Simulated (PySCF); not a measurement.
Cl₄HSi₂, SMILES Cl[SiH][Si](Cl)(Cl)Cl, multiplicity 2.

Coordinates come from a ωB97X-D3(BJ)/def2-SVP optimisation. The isomer is the one that the SMILES or the coordinates give; other isomers of the formula were not compared. One conformer was computed; it need not be the lowest.

All values below come from ωB97X-D3(BJ)/def2-SVP in PySCF 2.14.0.

Frequencies are harmonic and unscaled.

```tsv
mode	ν (cm⁻¹)	IR (km/mol)	moving atoms (share of kinetic energy)
1	30	0.8	Cl 79 %, Si 18 %
2	54	1.1	Cl 94 %
3	109	0.2	Cl 50 %, Si 40 %, H 10 %
4	136	0.3	Cl 86 %, Si 13 %
5	179	4.5	Cl 83 %, Si 15 %
6	189	6.3	Cl 77 %, Si 22 %
7	220	24.4	Cl 51 %, Si 48 %
8	385	5.6	Cl 62 %, Si 36 %
9	533	28.0	H 77 %, Si 15 %
10	548	138.5	Si 57 %, Cl 39 %
11	603	38.8	Si 63 %, Cl 27 %, H 10 %
12	625	143.2	Si 64 %, Cl 33 %
13	635	155.6	Si 66 %, Cl 31 %
14	754	64.5	H 83 %, Si 15 %
15	2238	85.8	H 97 %
```
